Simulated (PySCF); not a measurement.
C₅H₆O₂. Atoms are numbered in the order given.

```xyz
13

C     -1.5309     0.1238    -0.0585
C     -0.8963     1.2934    -0.2204
O      0.4270     1.5468    -0.3284
C      1.4049     0.6081    -0.1602
C      1.3448    -0.6724     0.2448
O      0.2978    -1.4466     0.6030
C     -0.9650    -1.2641    -0.0237
H     -2.6215     0.1879    -0.0101
H     -1.4559     2.2293    -0.2887
H      2.3830     1.0331    -0.3874
H      2.2982    -1.2018     0.3332
H     -1.6537    -1.9261     0.5214
H     -0.8933    -1.6568    -1.0569
```
Charge 0, spin multiplicity 1.

Geometry: B3LYP-D3(BJ)/def2-SVP. The values are those of a single conformer.

These are PBE/pcSseg-1 (PySCF) values and carry that method's errors.

GIAO shieldings, no solvent; atoms listed in one row are averaged. δ = σ(ref) − σ: ¹³C against TMS (σ = 182.0 ppm); ¹⁷O against H2O (σ = 334.3 ppm); ¹H against TMS (σ = 31.49 ppm), references at their B3LYP-D3(BJ)/def2-TZVP geometries, non-relativistic.

**Question.** Estimate the chemical shifts. (The exact figures need the calculation; the answer reports its results.)

**Answer.** 
```tsv
nucleus	atoms	count	δ (ppm)
¹³C	C2	1	151.0
¹³C	C5	1	137.1
¹³C	C4	1	130.5
¹³C	C1	1	109.7
¹³C	C7	1	76.2
¹⁷O	O3	1	210.0
¹⁷O	O6	1	151.9
¹H	H9	1	6.73
¹H	H11	1	6.12
¹H	H10	1	5.91
¹H	H8	1	5.14
¹H	H13	1	4.99
¹H	H12	1	4.58
```
